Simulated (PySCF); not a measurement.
BrHMgO, SMILES [OH][Mg][Br]. Atoms are numbered in the order given.

```xyz
4

Mg     0.0126     1.1599     0.0000
Br    -0.0006    -1.1737     0.0000
O     -0.0411     2.9156     0.0000
H      0.1980     3.8347     0.0000
```

Geometry optimised at B3LYP-D3(BJ)/def2-TZVP. One conformer was computed; it need not be the lowest.

Computed with TDDFT-ωB97X/def2-SVPD (PySCF 2.14.0).

Vertical excitations. Gas-phase values at a fixed geometry. State labels are in the subgroup Cs.

Computed excitation energies, oscillator strengths and character:
```tsv
state	symmetry	energy (eV)	λ (nm)	f	main pairs
S1	A"	5.90	210	0.000	HOMO→LUMO 62 %, HOMO−2→LUMO 30 %
S2	A'	5.93	209	0.005	HOMO−1→LUMO 72 %, HOMO−3→LUMO 20 %
S3	A"	6.09	203	0.125	HOMO−2→LUMO 62 %, HOMO→LUMO 30 %
S4	A'	6.12	203	0.123	HOMO−3→LUMO 72 %, HOMO−1→LUMO 20 %
S5	A'	7.30	170	0.089	HOMO−4→LUMO 76 %
S6	A"	7.54	164	0.000	HOMO→LUMO+1 61 %, HOMO→LUMO+4 19 %
S7	A'	7.55	164	0.000	HOMO−1→LUMO+1 35 %, HOMO→LUMO+2 34 %, HOMO→LUMO+5 13 %, HOMO−1→LUMO+4 11 %
S8	A"	7.56	164	0.000	HOMO−1→LUMO+2 61 %, HOMO−1→LUMO+5 24 %
S9	A"	7.72	161	0.000	HOMO−2→LUMO+1 59 %, HOMO−2→LUMO+4 14 %, HOMO−3→LUMO+2 13 %
S10	A'	7.73	160	0.000	HOMO−2→LUMO+2 37 %, HOMO−3→LUMO+1 37 %, HOMO−2→LUMO+5 10 %, HOMO−3→LUMO+4 8 %
T1	A"	5.77	215	0	HOMO→LUMO 66 %, HOMO−2→LUMO 24 %
T2	A'	5.78	214	0	HOMO−1→LUMO 69 %, HOMO−3→LUMO 21 %
T3	A"	6.01	206	0	HOMO−2→LUMO 65 %, HOMO→LUMO 24 %
T4	A'	6.02	206	0	HOMO−3→LUMO 68 %, HOMO−1→LUMO 21 %
```
Triplets are in the Tamm–Dancoff approximation, which puts them higher than full response would, so one can lie above its singlet here.
